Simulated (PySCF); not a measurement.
NICS in isomers of C8H11P.

Probes without a nucleus sit at each ring's centroid and 1 Å off its mean plane on both sides; NICS is minus the shielding there, NICSzz its component along the normal. Level: GIAO PBE0/pcSseg-1 (PySCF, non-relativistic, gas phase) on the GFN2-xTB geometries, one conformer each. Atom numbers follow the mapped SMILES.

Question: Order these rings by mean NICS(1)zz, lowest (most negative) first (ppm).
A. ring C2–C3–P4 in `[CH3:1][C:2]1=[CH:3][P:4]1[C:5]1=[CH:6][CH2:7][CH2:8][CH2:9]1`
B. ring C5–C6–C7–C8–C9 in `[CH3:1][CH:2]=[C:3]=[P:4][C:5]1=[CH:6][CH2:7][CH2:8][CH2:9]1`
C. ring C3–C4–C5–P6–C7–C9 in `[CH3:1][CH2:2][c:3]1[cH:4][cH:5][p:6][c:7]([CH3:8])[cH:9]1`
D. ring C3–C4–C5–P6–C8–C9 in `[CH2:1]=[CH:2][CH:3]1[CH:4]=[CH:5][P:6]([CH3:7])[CH:8]=[CH:9]1`

Answer: C (-25.6), A (-19.1), D (-5.7), B (-2.4).

```tsv
SMILES	ring	NICS(0)	NICS(1)	NICS(1)zz	HOMA	rms pucker (Å)	ring atoms with four or more neighbours
CCc1ccpc(C)c1	6-membered ring with P; formal bonds all aromatic	-7.5	-10.4	-25.6	0.92	0.00	0
CC1=CP1C1=CCCC1	3-membered ring with P; formal bonds 1 double, 2 single	-25.0	-7.5	-19.1	-1.32	0.00	0
C=CC1C=CP(C)C=C1	6-membered ring with P; formal bonds 2 double, 4 single	-2.6	-3.7	-5.7	–	0.24	1
CC=C=PC1=CCCC1	5-membered carbocycle; formal bonds 1 double, 4 single	-1.7	-3.1	-2.4	–	0.09	3
```

NICS(0) gives another order. The isotropic NICS(1) gives the same order. HOMA uses Krygowski's 1993 parameters; it is left out where a ring has a four-coordinate atom, a triple bond, no multiple bond or a kind of bond without parameters. NICS(1) and NICS(1)zz are means over the two faces.
